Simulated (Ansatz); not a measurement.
An input meant for InH₃Cl, that is [InClH3]- with one electron fewer (charge 0, doublet).

```yaml
crystal:
  periodic: [false, false, false]
  atoms:
    - {symbol: In, position_ang: [-0.001229, 0.002284, -0.232457]}
    - {symbol: Cl, position_ang: [0.012487, -0.021136, 2.263180]}
    - {symbol: H, position_ang: [1.703252, 0.011301, -0.686437]}
    - {symbol: H, position_ang: [-0.861594, 1.482005, -0.658611]}
    - {symbol: H, position_ang: [-0.852916, -1.474454, -0.685665]}
basis:
  gaussian: {orbitals: def2-TZVPP, final_grid: {core_spheres: 1, valence_spheres: 1, degree: 5}}
magnetization: {spin_polarized: true, initial_magnetization: 1}
hamiltonian: {xc: {name: wB97M-V}}
scf: {omitted_lower_state_checks: [starts]}
output: {forces: true}
```

```sh
$ ansatz run in.yaml --threads 4 --pin off --events-out ev --progress --plain --max-ram 3916MiB
```

It prints (some lines left out):

```
Functional definition: wB97M-V
911 factors; their error is unknown
188 factors; integrals over basis functions are off by at most 3.2e-5 eV
mean field evaluation 1: about -17739.4774 eV, gradient 1.4e1 eV
mean field evaluation 2: about -17739.6825 eV, gradient 1.6e1 eV
mean field evaluation 4: about -17740.8189 eV, gradient 5.9e-1 eV
mean field evaluation 8: about -17736.6443 eV, gradient 4.1e0 eV
mean field evaluation 16: about -17736.7054 eV, gradient 6.3e-3 eV
mean field -17736.70539038 eV, -651.8119007257 hartree, gradient 2.4e-8 eV, S^2 0.771122; 0 other end points of the search recorded, 0 dependent functions left out
reference -17736.70562075 eV, -651.8119091918 hartree; 21, 20 occupied and 113, 114 virtual orbitals, 911 factors
Total energy: -17736.70562075 eV, -651.8119091918 hartree
Atom 0 at    -0.001229     0.002284    -0.232457 Å, force    -1.931001     1.099786     4.870417 eV/Å
Atom 1 at     0.012487    -0.021136     2.263180 Å, force     0.418871    -0.091228    -3.105868 eV/Å
Atom 2 at     1.703252     0.011301    -0.686437 Å, force     2.352734    -0.477824    -0.438971 eV/Å
Atom 3 at    -0.861594     1.482005    -0.658611 Å, force    -0.549949     1.091451    -0.597675 eV/Å
Atom 4 at    -0.852916    -1.474454    -0.685665 Å, force    -0.290655    -1.622184    -0.727903 eV/Å
Dipole moment:     0.206588    -0.191804    -0.607056 e Å
Checks for a lower state left out: starts
```

Q: What is wrong with this run?

A: The integration grid is far too coarse. The run converged. The result belongs to that input, not to the species as meant.
